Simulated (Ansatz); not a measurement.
Cl$_{2}$Pb, triplet, at a GFN2-xTB geometry (such geometries of metal compounds can be far from the true shape) (the spin is typed, not shown lowest) (core potentials on Pb); PBE0/def2-SVP (Ansatz, a program for electronic structure).

Ansatz was given this input:
Ansatz 0.2 input:
```yaml
crystal:
  periodic: [false, false, false]
  atoms:
    - {symbol: Pb, position_ang: [0.01144871, -0.01642557, 0.68658980]}
    - {symbol: Cl, position_ang: [0.85286476, 1.01583236, -1.64722030]}
    - {symbol: Cl, position_ang: [-0.90808794, -0.93660315, -1.66456578]}
basis:
  gaussian:
    orbitals: def2-SVP
hamiltonian:
  xc: pbe0
magnetization: {spin_polarized: true, initial_magnetization: 2}
```

It wrote (shortened):

```
Functional definition: PBE0
668 factors; integrals over basis functions are off by at most 1.6e-4 eV
mean field evaluation 1: about -30277.3192 eV, gradient 7.0e0 eV
mean field evaluation 2: about -30277.3323 eV, gradient 7.4e0 eV
mean field evaluation 4: about -30277.6803 eV, gradient 5.7e-1 eV
mean field evaluation 8: about -30277.7365 eV, gradient 1.7e-2 eV
mean field evaluation 16: about -30277.7365 eV, gradient 1.5e-4 eV
mean field -30277.73650444 eV, -1112.6862935511 hartree, gradient 1.8e-5 eV, S^2 2.005175; 2 other end points of the search recorded, 0 dependent functions left out
reference -30277.73652758 eV, -1112.6862944017 hartree; 29, 27 occupied and 33, 35 virtual orbitals, 668 factors
Total energy: -30277.73652758 eV, -1112.6862944017 hartree
```
